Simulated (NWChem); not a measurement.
System: C3Cl2F2; SMILES C(=C(F)F)=C(Cl)Cl

The following NWChem deck was run.

```
start job
memory heap 200 mb stack 900 mb global 1100 mb
geometry units angstroms noautosym nocenter noautoz
  F      1.085956     0.000000     2.636226
  C      0.000000     0.000000     1.874623
  F     -1.085956     0.000000     2.636226
  C      0.000000     0.000000     0.558784
  C      0.000000     0.000000    -0.755320
  Cl     0.000000     1.459146    -1.709531
  Cl     0.000000    -1.459146    -1.709531
end
basis spherical
  * library def2-svp
end
dft
  xc b3lyp
  iterations 150
end
property
  response 1 0.0773
end
task dft property
```

Structure relaxed at the PBE-D3(BJ)/def2-SVP level.

Field at 589 nm.

Predict the main results of this run. (B3LYP/def2-SVP.) Quantities: isotropic polarisability (bohr³); anisotropy (bohr³).


| Item | Result |
|---|---|
| isotropic polarisability (bohr³) | 56.2 |
| anisotropy (bohr³) | 54.4 |
